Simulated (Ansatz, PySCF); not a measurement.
Cl₂HIOSi. Atoms are numbered in the order given.

```xyz
6

O     -1.0668     1.9466     0.0000
Si    -0.8591     0.3169     0.0000
Cl    -1.7355    -0.5320     1.6616
Cl    -1.7355    -0.5320    -1.6616
I      1.5386    -0.0793     0.0000
H     -1.9736     2.2821     0.0000
```

Geometry: B3LYP-D3(BJ)/def2-SVP. This is a generated structure with no PubChem entry under its InChIKey; it may be hypothetical. The def2 effective core potentials stand for the cores of I; spin–orbit coupling is left out. One conformer was computed; it need not be the lowest.

Vertical ionisation energy (IE) and electron affinity (EA) in eV. Rows of orbital energies are one-electron estimates. Where ΔSCF, EOM or ADC give a negative EA the extra electron is unbound and the value depends on the basis.

| level | IE | EA |
|---|---|---|
| −ε(HOMO), −ε(LUMO), ωB97X/def2-TZVP (PySCF) | 10.30 | -0.86 |
| −ε(HOMO), −ε(LUMO), PBE/def2-TZVP (PySCF) | 6.90 | 2.13 |
| ΔSCF, CAM-B3LYP/def2-SVPD (Ansatz), final states of multiplicity 2 and 2 | 10.36 | -0.12 |
| ΔSCF, PBE/def2-SVPD (Ansatz), final states of multiplicity 2 and 2 | 9.89 | 0.15 |

Problem. What vertical singlet–triplet gap does ΔSCF give with CAM-B3LYP/def2-SVPD (Ansatz, a first-principles code) and with PBE/def2-SVPD (Ansatz)? (The exact figures need the calculation; the answer reports its results.)

Solution. 5.12 and 4.77 eV (triplet above singlet where positive).
